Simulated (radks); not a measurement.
Problem. The tin ion Sn3.875+, 46.125 electrons, occupied as [He] 2s2 2p(up 3, down 2.125) 3s2 3p6 3d10 4s2 4p6 4d10 5s1 (fractional occupations, a model configuration). All-electron calculation, scalar-relativistic Kohn-Sham, PBE, spin-polarised, spherical densities, finite nucleus; open shells are filled with parallel spins first (spin-orbit coupling, left out, can overturn this in heavy ions); Fermi nuclear charge, rms radius 4.6519 fm. Program: a radial shooting solver on a logarithmic mesh with Libxc functionals. Some entries of the table are withheld. Estimate them.

orbital,occ.,eigenvalue (hartree),<1/r> (bohr^-1),<r^2> (bohr^2)
1s up,1,-1074.253,53.09,0.001142
1s down,1,-1073.981,53.10,0.001141
2s up,1,-166.4275,12.20,0.01835
2s down,1,-166.0433,12.18,0.01838
2p up,3,-150.4537,11.73,0.01442
2p down,2.125,-149.9785,11.71,0.01445
3s up,1,-33.90841,4.364,0.1283
3s down,1,-33.86133,4.361,0.1285
3p up,3,-28.58056,4.165,0.1279
3p down,3,-28.52689,4.162,0.1282
3d up,5,-20.38943,3.961,0.1113
3d down,5,-20.33223,3.953,0.1116
4s up,1,-6.80349,1.735,0.7255
4s down,1,-6.78944,1.734,0.7256
4p up,3,(1),1.585,0.8432
4p down,3,(2),1.585,0.8424
4d up,5,-2.71171,1.301,(3)
4d down,5,-2.69228,1.304,(4)
5s up,1,-1.76728,0.6551,4.401
5s down,0,-1.72069,0.6569,4.379

Solution. 
(1) 4p up eigenvalue (hartree): -5.14988
(2) 4p down eigenvalue (hartree): -5.13437
(3) 4d up <r^2> (bohr^2): 1.216
(4) 4d down <r^2> (bohr^2): 1.207
